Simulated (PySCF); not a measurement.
## MgI: everyday levels beside a composite calculation

PySCF; the state is a doublet (σ ↑). The composite is CCSD(T) extrapolated to the basis-set limit from two correlation-consistent sets, with core-valence (CV) and scalar-relativistic (SR) terms as its label shows; it has no spin–orbit coupling and nothing beyond (T). Here it is CCSD(T)/CBS(DT). It gives Re = 2.585 Å, ωe = 320 cm⁻¹ and De = 2.16 eV to Mg + I.

| level | basis | relativity | Re (Å) | ωe (cm⁻¹) | De (eV) |
| --- | --- | --- | --- | --- | --- |
| UHF | def2-SVP | scalar-relativistic core potentials | 2.626 | 309 | 1.95 |
| UHF | x2c-SVPall | spin-free X2C | 2.616 | 317 | 2.00 |
| UHF-MP2 | def2-SVPD | scalar-relativistic core potentials | 2.635 | 303 | 2.34 |
| UHF-SCS-MP2 | def2-SVPD | scalar-relativistic core potentials | 2.639 | 301 | 2.14 |
| UHF-CCSD | x2c-TZVPPall | spin-free X2C | 2.589 | 318 | 2.02 |
| UHF-CCSD(T) | def2-SVP | scalar-relativistic core potentials | 2.621 | 312 | 1.98 |
| PW91 | x2c-TZVPPall | spin-free X2C | 2.605 | 299 | 2.34 |
| r²SCANh | x2c-TZVPPall | spin-free X2C | 2.589 | 312 | 2.52 |
| B97-3 | def2-SVPD | scalar-relativistic core potentials | 2.635 | 290 | 2.08 |
| BHandHLYP | def2-SVP | scalar-relativistic core potentials | 2.610 | 306 | 2.05 |

**Question.** Give the difference of each row from the composite.

**Answer.** 

```
      level         basis  ΔRe (pm)  Δωe (%)  ΔDe (eV)
        UHF      def2-SVP      +4.1     -3.4     -0.21
        UHF    x2c-SVPall      +3.1     -0.9     -0.16
    UHF-MP2     def2-SVPD      +5.0     -5.3     +0.18
UHF-SCS-MP2     def2-SVPD      +5.4     -5.9     -0.02
   UHF-CCSD  x2c-TZVPPall      +0.4     -0.6     -0.14
UHF-CCSD(T)      def2-SVP      +3.6     -2.5     -0.18
       PW91  x2c-TZVPPall      +2.0     -6.6     +0.18
    r²SCANh  x2c-TZVPPall      +0.4     -2.5     +0.36
      B97-3     def2-SVPD      +5.0     -9.4     -0.08
  BHandHLYP      def2-SVP      +2.5     -4.4     -0.11
```

**Question.** Which rows come closest in De?

**Answer.** UHF-SCS-MP2 in def2-SVPD (-0.02 eV), counted from the composite.

Correlated steps freeze the inner cores (5 to 19 orbitals); shallow outer-core shells are correlated. Correlated levels converge slowly with the basis: in double zeta they bind strong bonds too weakly, by up to about 1 eV, and carry superposition errors of some tenths. These are scalar-relativistic numbers at best; spin–orbit coupling would shift them, the dissociation energy most. The state is the lowest determinant that a PBE0 search found; another state may lie lower at other levels.
